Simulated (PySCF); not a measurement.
Input of a run (PBE0-D3(BJ)/def2-SVP geometry optimisation, gas phase, def2 core potentials past Kr (PySCF 2.14.0)), started from GFN2-xTB:
```
{"job": {"xc": "PBE0", "basis": "def2-SVP", "d3": "d3bj", "grid": 1, "maxiter": 30, "shake": 0.01, "kind": "geom"}, "charge": 0, "multiplicity": 1}
Si    -1.871420     0.758380    -0.011820
C     -1.002770    -0.589780     0.957940
S     -0.138130    -1.785400    -0.116350
Si     1.577820    -0.669250    -0.868930
Te     2.569180     0.642960     0.956800
H     -0.883670     1.685730    -0.584240
H     -2.667790     0.156970    -1.075150
H     -2.720870     1.507860     0.932690
H     -0.282510    -0.185690     1.700730
H     -1.714390    -1.196350     1.521620
H      2.384520    -1.734360    -1.376480
H      1.081050     0.171600    -1.955860
H      3.674800     1.220450    -0.091250
```

Output (energies in Eh, forces in Eh/bohr):
```
step   0  E = -1287.38507036  max force = 0.032322
step   1  E = -1287.39109259  max force = 0.004854
step   2  E = -1287.39191735  max force = 0.001729
step   3  E = -1287.39232658  max force = 0.001235
step   4  E = -1287.39276630  max force = 0.002265
step   5  E = -1287.39353386  max force = 0.003958
step   6  E = -1287.39392278  max force = 0.002455
step   7  E = -1287.39421226  max force = 0.001007
step   8  E = -1287.39425725  max force = 0.001208
step   9  E = -1287.39427978  max force = 0.000730
step  10  E = -1287.39429288  max force = 0.000297
optimisation converged
```

Problem. Summarise the run.

Solution. The energy falls by 5.8 kcal/mol over 11 energy and gradient evaluations, the largest force component goes from 0.0323 to 3.0e-04 Eh/bohr, and the atoms move by 0.448 Å rms after alignment. The bond that changes most is Si4–H11 (SiH2 silicon to Si–H hydrogen), which lengthens by 0.060 Å. Bonds longer at the end by more than 0.005 Å: 10 of 12; shorter: 2. Among the angles that change most is S3–Si4–H12, from 106.5° to 114.4°. Among the dihedrals that turn most is H12–Si4–Te5–H13, from -61° to 7°. The energy never rose by more than 1e-6 Eh on the way. The first step brought 65 % of the lowering.

Problem. What are the final bond lengths?

Solution. Si1–C2 1.890 Å, C2–S3 1.831 Å, S3–Si4 2.139 Å, Si4–Te5 2.515 Å, Si1–H6 1.493 Å, Si1–H7 1.492 Å, Si1–H8 1.496 Å, C2–H9 1.104 Å, C2–H10 1.101 Å, Si4–H11 1.489 Å, Si4–H12 1.492 Å, Te5–H13 1.664 Å. Numbering counts from 1 in the input's order; the species is `S(C[SiH3])[SiH2][TeH]`.

The run used 134 basis functions and 81 SCF cycles in all.

No PBE0-D3(BJ)/def2-SVP frequencies stand behind this structure, so it isn't proved a minimum. The numbers are those of one conformer.
